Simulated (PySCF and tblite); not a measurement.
## C₆H₉NO, numbered as in [N:1]#[C:2][CH:3]1[CH2:4][CH2:5][O:6][CH2:7][CH2:8]1: conformational analysis

Search: ETKDG and KDG, MMFF94s, GFN2-xTB, 90 starts; geometries at PBE0-D3(BJ)/def2-SVP. Free energies are PBE0-D3(BJ)/def2-TZVP single points with GFN2-xTB rigid-rotor and vibrational terms (modes under about 100 cm⁻¹ blended into free rotors). Symmetry numbers and mirror images are counted. Conformers within 4 kcal/mol (GFN2-xTB free energy) were kept, 7 at most. GIAO shieldings: PBE0/pcSseg-1. Couplings: B3LYP/pcSseg-1 with pcJ-1 on H (gas phase; spin-dipole term only for pairs with B, N, F, Si or P). Couplings are for ¹H. Shifts are against TMS (¹H), TMS (¹³C), NH3 (¹⁵N) at the same level; of two unlike H on one atom, a is the less shielded. Programs: PySCF with density fitting and tblite.

The 6-ring runs over atoms 3–4–5–6–7–8.

```json
{"conformer": "1", "shape": "6-ring chair (all substituents equatorial)", "symmetry": "Cs", "E(GFN2) kcal/mol": "0.22", "E(DFT) kcal/mol": "0.00", "G(298.15 K) kcal/mol": "0.00", "weight %": "56.0", "dipole D": "3.49"}
{"conformer": "2", "shape": "6-ring chair (C2 axial)", "symmetry": "Cs", "E(GFN2) kcal/mol": "0.00", "E(DFT) kcal/mol": "0.00", "G(298.15 K) kcal/mol": "0.14", "weight %": "44.0", "dipole D": "3.33"}
```

Weights (%) against temperature:

```tsv
T (K)	1	2	S(mix) cal/mol/K
150	57.6	42.4	1.35
200	56.7	43.3	1.36
250	56.2	43.8	1.36
298.15	56.0	44.0	1.36
400	55.8	44.2	1.36
```

Averaged shifts at 298.15 K. ¹H: 3.80 (H5a/H7a, 2H), 3.39 (H5b/H7b, 2H), 2.26 (H3, 1H), 1.52 (H4a/H8a, 2H), 1.50 (H4b/H8b, 2H) ppm. ¹³C: 126.6 (C2), 66.5 (C5/C7), 31.4 (C4/C8), 25.9 (C3) ppm. ¹⁵N: 304.8 (N1) ppm.

Averaged couplings (Hz): ³J(H3,H4b) 8.8, ³J(H3,H4a) 4.8, ⁴J(H3,H5b) 0.5, ⁴J(H3,H5a) -0.7, ²J(H4b,H4a) -14.8, ³J(H4b,H5b) 8.2, ³J(H4b,H5a) 3.9, ⁴J(H4b,H8a) -0.5, ⁴J(H4b,H8b) 0.9, ³J(H4a,H5b) 3.6, ³J(H4a,H5a) 7.0, ⁴J(H4a,H8a) 1.0, ²J(H5b,H5a) -13.7, ⁴J(H5b,H7a) -0.7.

Coordinates of conformer 1 (Å):

```xyz
17

N    -0.809    3.412    0.430
C    -0.531    2.334    0.114
C    -0.184    0.967   -0.263
C    -1.300   -0.025    0.096
C    -0.854   -1.438   -0.246
O     0.349   -1.777    0.389
C     1.407   -0.938    0.014
C     1.137    0.514    0.376
H    -0.057    0.964   -1.362
H    -1.509    0.042    1.176
H    -2.229    0.226   -0.438
H    -0.749   -1.539   -1.347
H    -1.607   -2.170    0.082
H     1.595   -1.022   -1.078
H     2.305   -1.305    0.532
H     1.969    1.155    0.043
H     1.061    0.611    1.471
```

Unscaled ¹⁵N shifts at such levels can be off by tens of ppm; differences between conformers or isomers are more reliable. Shifts are unscaled: against experiment ¹³C can be off by 15 ppm or more and ¹H by 0.8 ppm.

Search and properties took 4.1 min on 1 thread of Arm Neoverse V1, shared host (rough), launched as `OMP_NUM_THREADS=1 python ens_run.py task.json out`.


¹⁵N shifts are against a computed isolated NH3 molecule, about 20 ppm from the liquid.